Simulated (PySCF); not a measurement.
Molecule: `FC(C(=O)O)(F)F`, C2HF3O2.

Bonds (- single, = double, # triple, : aromatic): O1=C2 1.194 Å, C2-O3 1.326 Å, C2-C4 1.540 Å, C4-F5 1.319 Å, C4-F6 1.331 Å, C4-F7 1.329 Å. O3 carries H8.

Geometry PBE0-D3(BJ)/def2-SVP throughout; GIAO in PySCF 2.14.0 with density-fitted response routines, gas phase, one conformer, non-relativistic; equivalent atoms averaged; functional PBE0.

For orientation, 6-31G gives these absolute shieldings σ: O1 -101.7, O3 138.7, C2 43.0, C4 79.4, F5/F6/F7 272.8, H8 26.85 ppm.

A run gave: O1 -90.1, O3 141.2, C2 25.7, C4 66.1, F5/F6/F7 266.3, H8 25.24 ppm (absolute shieldings σ).

Problem. Which basis set was used in that run?
A. cc-pVTZ
B. 6-31G*
C. aug-cc-pVDZ
D. 6-311+G(2d,p)

Solution. A. C4 tells them apart best: cc-pVTZ gives 66.1, 6-31G* gives 80.2, 6-311+G(2d,p) gives 67.9, aug-cc-pVDZ gives 79.2 ppm.
